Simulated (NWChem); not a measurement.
Species: AsH, triplet; SMILES [AsH]

All runs: NWChem. Spin-unrestricted. No stability test was run on the SCF state. Each level has its own optimisation; frequencies are unscaled.

Task: Taking PBE0/aug-cc-pVTZ as the yardstick, which of these has the fewest basis functions while keeping “zero-point energy (kcal/mol)” within 0.2 kcal/mol of it: PBE0/cc-pVDZ; PBE0/aug-cc-pVDZ; PBE0/cc-pVTZ?

Result: PBE0/cc-pVTZ.
| level | basis functions | zero-point energy (kcal/mol) |
|---|---|---|
| PBE0/cc-pVDZ | 32 | 3.1 |
| PBE0/aug-cc-pVDZ | 45 | 3.0 |
| PBE0/cc-pVTZ | 57 | 3.8 |
| PBE0/aug-cc-pVTZ | 82 | 4.0 |

The yardstick is one finite set, not the basis-set limit.
